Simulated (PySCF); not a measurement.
Match the calculated data to a structure.

All candidates are C7H6ClFO2S.

- Dipole: 6.46 D [PBE0/pcSseg-1]
- 1H NMR: chemical shifts (computed TMS as zero) by class: 8.03 (1 H), 7.37 (1 H), 7.35 (1 H), 2.58 (3 H) ppm [GIAO PBE0/pcSseg-1]
- 13C NMR: chemical shifts (computed TMS as zero) by class: 168.2 (1 C), 155.5 (1 C), 138.4 (1 C), 133.6 (1 C), 129.0 (1 C), 123.8 (1 C), 24.1 (1 C) ppm [GIAO PBE0/pcSseg-1]
- NMR, other nuclei: isotropic shieldings of nuclei other than C and H, by class: 37 (2 O), 279 (1 F), 192 (1 S), 307 (1 Cl) ppm [GIAO PBE0/pcSseg-1]
- Rotational structure: rotational constants A, B, C: 1.467, 0.482, 0.432 GHz [GFN2-xTB]

The electronic properties come from PySCF, for the isolated species, density fitting. Levels stand in brackets. One conformer (not necessarily the lowest) at the GFN2-xTB geometry, without solvent, vibrations or thermal averaging. GFN2-xTB frequencies show an imaginary mode (27i cm⁻¹), so this geometry is no minimum at that level. NMR classes are plain means over equivalent atoms (diastereotopic ones count apart unless rotation or inversion swaps them), as if these changed places fast.

Problem. Which candidate is it?
A. `Cc1c(F)cccc1S(=O)(=O)Cl`
B. `Cc1ccc(S(=O)(=O)Cl)c(F)c1`
C. `Cc1cc(F)ccc1S(=O)(=O)Cl`

Solution. B. It is `Cc1ccc(S(=O)(=O)Cl)c(F)c1`. Numbering: `[CH3:1][c:2]1[cH:3][cH:4][c:5]([S:6](=[O:7])(=[O:8])[Cl:9])[c:10]([F:11])[cH:12]1`. 7 carbons fall into 7 classes; from least to most shielded: aromatic C–F carbon [C10] (168.2 ppm), substituted aromatic carbon [C2] (155.5 ppm), substituted aromatic carbon [C5] (138.4 ppm), aromatic CH carbon [C4] (133.6 ppm), aromatic CH carbon [C3] (129.0 ppm), aromatic CH carbon [C12] (123.8 ppm), benzylic-type carbon [C1] (24.1 ppm). Hydrogen classes from least to most shielded: 1 H on an aromatic CH carbon, C4 (8.03 ppm), 1 H on an aromatic CH carbon, C12 (7.37 ppm), 1 H on an aromatic CH carbon, C3 (7.35 ppm), 3 H on a benzylic-type carbon, C1 (2.58 ppm). The other shieldings belong to: 37 ppm, sulfonyl oxygen [O7/O8]; 279 ppm, aryl fluorine [F11]; 192 ppm, sulfonyl sulfur [S6]; 307 ppm, chlorine bonded to S [Cl9]. The optimised geometry has point group C1 and is an asymmetric top.

The others, at the same levels:
- `Cc1c(F)cccc1S(=O)(=O)Cl` fails: its computed 13C shifts are 171.0 (1 C), 151.6 (1 C), 132.3 (1 C), 132.1 (1 C), 127.9 (1 C), 127.7 (1 C), 11.7 (1 C) ppm, 1H shifts are 8.08 (1 H), 7.68 (1 H), 7.66 (1 H), 3.14 (3 H) ppm and rotational constant A is 1.280 GHz (against 1.467 GHz).
- `Cc1cc(F)ccc1S(=O)(=O)Cl` fails: its computed 13C shifts are 176.7 (1 C), 147.9 (1 C), 145.9 (1 C), 135.7 (1 C), 124.4 (1 C), 118.8 (1 C), 20.9 (1 C) ppm, 1H shifts are 8.30 (1 H), 7.36 (1 H), 7.33 (1 H), 3.21 (3 H) ppm and dipole moment is 3.46 D (against 6.46 D).

Each candidate is one conformer, not necessarily the lowest. The conformers computed, where there is a choice (atom-mapped SMILES and torsion angles):
- `[CH3:1][c:2]1[cH:3][cH:4][c:5]([S:6](=[O:7])(=[O:8])[Cl:9])[c:10]([F:11])[cH:12]1`: C4–C5–S6–O7 -2°
- `[CH3:1][c:2]1[c:3]([F:4])[cH:5][cH:6][cH:7][c:8]1[S:9](=[O:10])(=[O:11])[Cl:12]`: C7–C8–S9–O10 0°
- `[CH3:1][c:2]1[cH:3][c:4]([F:5])[cH:6][cH:7][c:8]1[S:9](=[O:10])(=[O:11])[Cl:12]`: C7–C8–S9–O10 0°
